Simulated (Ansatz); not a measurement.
`CC1BB1` and `BrC1BB1` differ in one atom or group.

Ansatz, PBE0-D4/def2-TZVP geometries, multiplicity 1. 

Scalar relativity is left out up to krypton.

| property | `CC1BB1` |
| --- | --- |
| ideal-gas entropy at 298 K and 1 bar (rigid rotor, harmonic PBE0-D4/def2-TZVP) / J/(mol·K) | 275 |
| HOMO–LUMO gap (B3LYP/def2-TZVPP) / eV | 5.59 |
| size of the dipole moment (PBE/def2-TZVPP) / D | 2.80 |
| zero-point energy (PBE0-D4/def2-TZVP) / kJ/mol | 203.9 |
| LUMO energy (PBE/def2-TZVPP) / eV | -1.74 |
| HOMO energy (PBE/def2-TZVPP) / eV | -5.68 |

Give the same properties after the change, and the shifts. (Best estimate.)

Computed: 
```csv
property,`BrC1BB1`,shift
"ideal-gas entropy at 298 K and 1 bar (rigid rotor, harmonic PBE0-D4/def2-TZVP) / J/(mol·K)",303,28
HOMO–LUMO gap (B3LYP/def2-TZVPP) / eV,6.36,0.77
size of the dipole moment (PBE/def2-TZVPP) / D,1.29,-1.51
zero-point energy (PBE0-D4/def2-TZVP) / kJ/mol,105.0,-98.9
LUMO energy (PBE/def2-TZVPP) / eV,-1.97,-0.23
HOMO energy (PBE/def2-TZVPP) / eV,-6.60,-0.92
```

With PBE0 the HOMO falls by 1.02 eV and the LUMO falls by 0.25 eV, so the gap widens by about 0.77 eV. PBE moves the HOMO by -0.92 eV and ωB97M-V by -0.99 eV. The zero-point energy changes by -98.9 kJ/mol with -9 modes. Dipoles are sizes alone; their direction can turn.

B3LYP here is the variant with VWN-RPA as its local correlation; programs differ in this.

Spin–orbit coupling is left out; it splits and shifts lone-pair levels of the heavy atoms by tenths of an eV.
